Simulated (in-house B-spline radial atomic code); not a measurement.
**Ionising Cl3+ with different functionals**

Computed with a B-spline radial code for spherical atoms: non-relativistic Hamiltonian, point nucleus, spin-polarised at highest spin, spherical fractional occupations for the functionals, the average over the highest-spin determinants for Hartree-Fock. The ionisation energy is the difference of two self-consistent energies, [Ne] 3s2 3p2 → [Ne] 3s2 3p1, without Breit or QED terms; ε is the level of the shell that loses the electron (its least bound occupied spin orbital).

Hybrids are left out here: with spherical fractional occupations of an open shell their exact exchange keeps a self-interaction that integer-occupation calculations don't have.

```json
{"method": "Hartree-Fock", "rung": "Hartree-Fock", "ΔSCF (eV)": "52.45", "-ε(3p) (eV)": "52.86"}
{"method": "LDA VWN5", "rung": "LDA", "ΔSCF (eV)": "53.30", "-ε(3p) (eV)": "46.31"}
{"method": "LDA PW92", "rung": "LDA", "ΔSCF (eV)": "53.29", "-ε(3p) (eV)": "46.30"}
{"method": "LDA exchange-only", "rung": "LDA", "ΔSCF (eV)": "?", "-ε(3p) (eV)": "?"}
{"method": "PBE", "rung": "GGA", "ΔSCF (eV)": "53.30", "-ε(3p) (eV)": "46.35"}
{"method": "PBEsol", "rung": "GGA", "ΔSCF (eV)": "53.23", "-ε(3p) (eV)": "46.27"}
{"method": "BLYP", "rung": "GGA", "ΔSCF (eV)": "53.12", "-ε(3p) (eV)": "46.11"}
{"method": "RPBE", "rung": "GGA", "ΔSCF (eV)": "53.29", "-ε(3p) (eV)": "46.35"}
{"method": "PW91", "rung": "GGA", "ΔSCF (eV)": "?", "-ε(3p) (eV)": "?"}
{"method": "BP86", "rung": "GGA", "ΔSCF (eV)": "53.35", "-ε(3p) (eV)": "46.37"}
{"method": "AM05", "rung": "GGA", "ΔSCF (eV)": "53.20", "-ε(3p) (eV)": "46.23"}
{"method": "OLYP", "rung": "GGA", "ΔSCF (eV)": "53.39", "-ε(3p) (eV)": "46.42"}
{"method": "TPSS", "rung": "meta-GGA", "ΔSCF (eV)": "53.42", "-ε(3p) (eV)": "46.52"}
{"method": "SCAN", "rung": "meta-GGA", "ΔSCF (eV)": "53.58", "-ε(3p) (eV)": "46.80"}
{"method": "r2SCAN", "rung": "meta-GGA", "ΔSCF (eV)": "53.53", "-ε(3p) (eV)": "46.77"}
{"method": "M06-L", "rung": "meta-GGA", "ΔSCF (eV)": "53.45", "-ε(3p) (eV)": "46.70"}
{"method": "revTPSS", "rung": "meta-GGA", "ΔSCF (eV)": "53.36", "-ε(3p) (eV)": "46.47"}
```

What does PW91 give?

ΔSCF 53.38 eV, and -ε(3p) = 46.42 eV.

What does LDA exchange-only give?

ΔSCF 52.05 eV, and -ε(3p) = 45.13 eV.

How do they compare with the NIST value?

NIST lists 53.2 eV ± 0.12 (semi-empirical, ground level to ground level). Errors run from -1.19 to +0.34 eV; PBEsol is closest (-0.01 eV), though others lie within the uncertainty of it, and part of that can be cancellation, since the calculations leave out relativity, Breit-QED terms, multiplet and fine-structure energies. Hartree-Fock also lacks correlation.
